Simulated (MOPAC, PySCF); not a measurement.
CHNO, SMILES `N=C=O`, neutral singlet in the gas phase. 

Cartesian coordinates (Å):
SMILES: C(=O)=N
```xyz
4

N     -0.6512    -0.1923    -0.2082
C      0.4899     0.0262     0.1178
O      1.6203     0.1916     0.3103
H     -1.4648    -0.0347     0.3606
```
Charge 0, multiplicity 1.

All levels are single points at this geometry (M06-2X/def2-TZVP); Pople sets use spherical d functions. Orbital energies aren't observables, and empty levels follow the basis.

B3LYP/3-21G in PySCF gives HOMO (eV) = -7.86.

**Question.** Estimate the HOMO (eV) from each of these levels: M06-2X/def2-TZVP in PySCF; PBE-D3(BJ)/def2-TZVP in PySCF; B3LYP/6-311+G** in PySCF; B3LYP/6-31G* in PySCF; M06-2X/6-31G* in PySCF; SVWN5/6-31G* in PySCF; HF/STO-3G in PySCF; PM6 in MOPAC.

**Answer.** 
```
level                          HOMO (eV)
-----------------------------  ---------
M06-2X/def2-TZVP in PySCF         -10.28
PBE-D3(BJ)/def2-TZVP in PySCF      -7.36
B3LYP/6-311+G** in PySCF           -8.66
B3LYP/6-31G* in PySCF              -8.20
M06-2X/6-31G* in PySCF             -9.93
SVWN5/6-31G* in PySCF              -7.15
HF/STO-3G in PySCF                 -9.16
PM6 in MOPAC                      -11.34
```
